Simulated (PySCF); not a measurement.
Computed with B3LYP-D3(BJ)/def2-TZVP // PBE0-D4/def2-TZVP in PySCF. Gas-phase values, no solvent. One relaxed conformer stands for a flexible species; it need not be the lowest. B3LYP has the VWN-RPA correlation part, as in Gaussian. Delta-SCF ions had no search for a lower state. Excitations are Tamm–Dancoff values on a coarser integration grid. The basis has no diffuse functions, so Rydberg states are missing or too high.

Reference species (SMILES): `B/C=C(/N)C=C` (neutral, multiplicity 1).

```
Item                                       Value
--------------------------------------  --------
vertical ionisation energy (Delta-SCF)   8.40 eV
HOMO–LUMO gap                            4.44 eV
HOMO                                    -6.35 eV
T1 excitation (TDA)                      2.72 eV
```

Changed species: `C=C/C(N)=C/B`.

What does the change do to the vertical ionisation energy (Delta-SCF), HOMO–LUMO gap, HOMO and T1 excitation (TDA)?

the vertical ionisation energy (Delta-SCF) is nearly the same; the HOMO–LUMO gap decreases by 0.29 eV, to 4.15 eV; the HOMO rises by 0.04 eV, to -6.31 eV; the T1 excitation (TDA) falls by 0.23 eV, to 2.49 eV.
